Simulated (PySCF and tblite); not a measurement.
Results of a calculation; reference values are marked as such.
Stationary points of C₈H₇Cl at GFN2-xTB, in Å:

Structure A

```
 1 Cl    3.025   -0.801    1.073
 2 C     1.515   -0.611    0.219
 3 C     0.599   -1.569    0.282
 4 C    -0.679   -1.535   -0.433
 5 C    -1.604   -0.590   -0.317
 6 C    -1.527    0.592    0.545
 7 C    -0.592    1.535    0.503
 8 C     0.542    1.573   -0.421
 9 C     1.461    0.626   -0.564
10 H     0.799   -2.472    0.845
11 H    -0.878   -2.409   -1.042
12 H    -2.549   -0.706   -0.837
13 H    -2.367    0.708    1.221
14 H    -0.683    2.405    1.143
15 H     0.633    2.490   -0.992
16 H     2.297    0.773   -1.237
```

Structure B

```
 1 Cl    3.277   -1.294   -0.192
 2 C     1.630   -0.703   -0.097
 3 C     0.699   -1.660   -0.067
 4 C    -0.757   -1.665    0.009
 5 C    -1.707   -0.728    0.076
 6 C    -1.718    0.732    0.102
 7 C    -0.781    1.683    0.071
 8 C     0.679    1.691   -0.004
 9 C     1.633    0.761   -0.071
10 H     1.091   -2.671   -0.105
11 H    -1.130   -2.683    0.011
12 H    -2.717   -1.120    0.122
13 H    -2.734    1.107    0.161
14 H    -1.167    2.696    0.109
15 H     1.056    2.708   -0.006
16 H     2.645    1.146   -0.118
```

Level: PBE0/pcSseg-1 + D3(BJ) on GFN2-xTB stationary points, with GFN2-xTB thermal terms.

Question: Which structure is a saddle point, and along which motion?

Answer: B: one imaginary mode (122i cm⁻¹ at GFN2-xTB, mostly on C9, C6, C7), along the inversion of the 8-membered ring (2–3–4–5–6–7–8–9).

Question: Give their symmetry and energies above the lowest.

Answer: A C1, 0.0 kcal/mol; B C2v, 13.5 kcal/mol.
